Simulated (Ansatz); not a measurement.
Ansatz (a quantum-chemistry and plane-wave program) input (B3LYP/3-21G): The .json file is the Basis Set Exchange's 3-21G.

Ansatz 0.2 input:
```yaml
crystal:
  periodic: [false, false, false]
  atoms:
    - {symbol: C, position_ang: [-1.04781679, 0.10932284, -0.37262433]}
    - {symbol: Si, position_ang: [0.55917462, -0.05617424, 0.25288161]}
    - {symbol: H, position_ang: [-1.75364330, -0.72226473, -0.31024367]}
    - {symbol: H, position_ang: [-1.53931018, 1.08500344, -0.38271922]}
    - {symbol: H, position_ang: [1.75140953, -0.23223646, -0.61163372]}
basis:
  gaussian:
    orbitals: 3-21G.json
hamiltonian:
  xc: {name: B3LYP}
total_charge: 1
output: {forces: true}
```

Output:

```
WARN ansatz: RAYON_NUM_THREADS=1 ignored (pool sized by the plan → 1); use --threads N
Functional definition: B3LYP
integrals: 0.01 GiB planned
337 factors; integrals over basis functions are off by at most 9.7e-4 eV
mean field: 0.07 GiB planned
mean field evaluation 1: about -8886.4225 eV, gradient 8.1e1 eV
mean field evaluation 2: about -8822.3599 eV, gradient 1.2e2 eV
mean field evaluation 4: about -8904.7438 eV, gradient 1.0e1 eV
mean field evaluation 8: about -8905.1904 eV, gradient 4.3e-1 eV
mean field evaluation 16: about -8905.1735 eV, gradient 4.6e-5 eV
mean field -8905.17345119 eV, -327.2590881878 hartree, gradient 4.6e-5 eV, S^2 0.000000; 0 other end points of the search recorded, 0 dependent functions left out
the calculation of the forces begins
reference -8905.17362125 eV, -327.2590944375 hartree; 11, 11 occupied and 17, 17 virtual orbitals, 337 factors
Total energy: -8905.17362125 eV, -327.2590944375 hartree
Atom 0 at    -1.047817     0.109323    -0.372624 Å, force    -0.844463     0.099692    -0.011393 eV/Å
Atom 1 at     0.559175    -0.056174     0.252882 Å, force     0.805122    -0.088089     0.184400 eV/Å
Atom 2 at    -1.753643    -0.722265    -0.310244 Å, force    -0.122862    -0.104845    -0.087274 eV/Å
Atom 3 at    -1.539310     1.085003    -0.382719 Å, force    -0.095792     0.123410    -0.096427 eV/Å
Atom 4 at     1.751410    -0.232236    -0.611634 Å, force     0.257996    -0.030168     0.010695 eV/Å
Dipole moment:     0.122062    -0.015326    -0.021188 e Å
```

The dipole moment of an ion depends on the origin.
